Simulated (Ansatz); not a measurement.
A geometry optimisation of FGa2H3O with r2SCAN-D4/def2-SVP

The starting geometry of this gas-phase singlet was optimised with GFN2-xTB.

| atom | x (Å) | y (Å) | z (Å) |
| --- | --- | --- | --- |
| F | 2.2743 | 1.2865 | -0.9340 |
| Ga | -0.9798 | 0.1377 | -3.3976 |
| Ga | 1.4992 | 1.1560 | -2.5584 |
| O | -0.6243 | 0.1131 | -1.6825 |
| H | -0.9704 | -0.1401 | -0.8290 |
| H | -0.6813 | -1.1474 | -4.2140 |
| H | -1.7851 | 1.3423 | -3.9523 |

Q: Predict what becomes of its bonds when it is optimised with r2SCAN-D4/def2-SVP.

A: It rearranges to `[F][Ga]1[OH+][GaH2-]1`. Distances that change by over a tenth: Ga2–Ga3 (2.81 → 2.52 Å), Ga2–O4 (1.75 → 1.95 Å). Contacts that close: Ga3–O4 (2.52 → 2.05 Å).

The energy falls by 0.42 eV over 21 steps:

```
step  E − E(last) (eV)
   1             0.421
   3             0.171
   5             0.052
   8             0.008
  10             0.006
  12             0.005
  14             0.002
  17             0.000
  19             0.000
  21             0.000
```

Final geometry (Å):

```xyz
7

F     2.2461    1.1844   -0.9832
Ga   -0.8866    0.2359   -3.5321
Ga    1.1944    1.0932   -2.3923
O    -0.5650    0.3969   -1.6150
H    -0.7197   -0.3025   -0.9627
H    -0.7117   -1.2246   -4.0454
H    -1.8248    1.3647   -4.0371
```

Frequencies at the end are all real (lowest 71 cm⁻¹). Run with Ansatz 0.2.0, 26 s on 2 threads of Intel(R) Xeon(R) 6975P-C (Granite Rapids), on a shared host.
